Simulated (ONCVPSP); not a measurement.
## Before and after: ONCV potential for W

| Quantity | Value |
| --- | --- |
| Element | W (Z = 74) |
| Generator | ONCVPSP 4.0.1 |
| Type | optimised norm-conserving Vanderbilt (ONCV) |
| Functional | LDA (Perdew-Wang 92) |
| Relativity | fully relativistic |
| Frozen core | [Kr] 4d10 |
| Valence charge | 28 |
| Reference configuration | 4f14 5s2 5p6 5d4.5 6s1.5 |
| Partial waves | 5s+6s: rc 1.70 bohr, ncon 4, nbas 7, qcut 5.8 1/bohr, 2 projectors; 5p: rc 1.95 bohr, ncon 4, nbas 8, qcut 5.7 1/bohr, 2 projectors, debl 1.6 Ha; 5d: rc 1.70 bohr, ncon 4, nbas 7, qcut 6.6 1/bohr, 3 projectors, debl 2.6 Ha; 4f: rc 0.50 bohr, ncon 4, nbas 8, qcut 20.3 1/bohr, 1 projector |
| Local potential | polynomial inside 0.40 bohr (lpopt 5, dvloc0 0 Ha) |
| Core correction | Teter function, fcfact 2.25, rcfact 1.5 |

Open shells are filled in proportion to 2j + 1.

All-electron outer shells of the reference configuration (LDA (PZ), scalar-relativistic, ld1.x):

```
shell  level (eV)  outermost node (bohr)  outermost maximum (bohr)
   4d     -237.23                   0.22                      0.45
   5s      -78.29                   0.53                      0.96
   5p      -42.44                   0.57                      1.09
   4f      -32.44                      –                      0.43
   6s       -5.63                   1.28                      2.67
   5d       -4.07                   0.63                      1.50
```

Change: d: rc 2.44.

Cutoffs: the cutoffs (Ha) at which the residual kinetic energy of the hardest occupied pseudo-wave falls to 1 and 0.1 mHa per electron; they do not see the model core or the augmentation charge, which bear on the density cutoff. Errors are all-electron minus pseudo energies relative to the spin-unpolarised reference configuration.

Task: What does the change do?

Result: The potential gets neither clearly harder nor softer (1135 Ha and 1684 Ha → 1135 Ha and 1684 Ha); both files keep a bound ghost (d, p, s); of the 4 tests that both files solve, the error grows in 0 and shrinks in 2 by more than 15 % and 0.3 meV (median size 1.2 → 1.1 meV).

| quantity | base | changed |
| --- | --- | --- |
| cutoff, loose | 1135 Ha | 1135 Ha |
| cutoff, tight | 1684 Ha | 1684 Ha |
| loose cutoff by channel | s 15 Ha, p 13 Ha, d 15 Ha, f 1135 Ha | s 15 Ha, p 13 Ha, d 14 Ha, f 1135 Ha |
| bound ghosts | s, p3/2, d5/2, p1/2, d3/2 | s, p3/2, d5/2, p1/2, d3/2 |
| GHOST(+) flags under 300 eV | none | none |
| largest miss of a reference level, eV | 0.13 | 0.13 |
| error for 4f14 5s2 5p6 5d4 6s2, meV [ΔE -0.69 eV] | -1.0 | -0.7 |
| error for 4f14 5s2 5p6 5d4 6s1, meV [ΔE 8.44 eV] | +0.2 | +0.1 |
| error for 4f14 5s2 5p6 5d4 6s0, meV [ΔE 24.46 eV] | -1.3 | -1.5 |
| error for 4f14 5s2 5p6 5d3 6s2 6p1, meV [ΔE 3.37 eV] | -6.6 | -2.5 |
| s: phases at 1.72 bohr within 0.05 rad from the reference energy up to (Ha; the scan ends near 5) | to the end of the scan | to the end of the scan |
| p3/2: phases at 1.98 bohr within 0.05 rad from the reference energy up to (Ha; the scan ends near 5) | 4.5 | 4.5 |
| p1/2: phases at 1.98 bohr within 0.05 rad from the reference energy up to (Ha; the scan ends near 5) | to the end of the scan | to the end of the scan |
| f7/2: phases at 0.51 bohr within 0.05 rad from the reference energy up to (Ha; the scan ends near 5) | to the end of the scan | to the end of the scan |
| f5/2: phases at 0.51 bohr within 0.05 rad from the reference energy up to (Ha; the scan ends near 5) | to the end of the scan | to the end of the scan |
| rms error of d²Exc/dni dnj with the model core, mHa | 4.61 | 4.61 |

 A true bound ghost makes a file unfit for plane-wave use even where its test errors are small: the radial tests pick states by their node count and pass the ghost by.
